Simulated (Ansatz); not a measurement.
```xyz
9

C    -0.7546    2.4442    0.5410
C    -0.4593    1.3879    0.0390
Si   -0.0351   -0.1881   -0.7371
C     0.4432   -1.6084    0.3219
S     1.9122   -0.9082   -0.5914
H    -1.0111    3.3773    0.9885
H    -0.7966   -0.4083   -1.9800
H     0.5076   -1.4752    1.3975
H     0.1936   -2.6212    0.0206
```

Charge 0, multiplicity 1.

(1) List the CAM-B3LYP/def2-TZVPP orbital energies in eV (Ansatz 0.2.0). (Best estimate.)

Answers

(1) Computed: Occupied: -2419.50, -1801.88, -279.52, -279.50, -278.99, -217.52, -162.11, -162.03, -161.89, -146.41, -101.77, -101.73, -101.70, -23.90, -22.99, -18.78, -17.81, -16.25, -14.21, -13.28, -12.40, -10.81, -10.51, -9.93, -8.95, -8.31. Lowest empty: 0.08, 0.74, 1.51, 2.39, 2.52, 2.79, 2.96, 3.32.
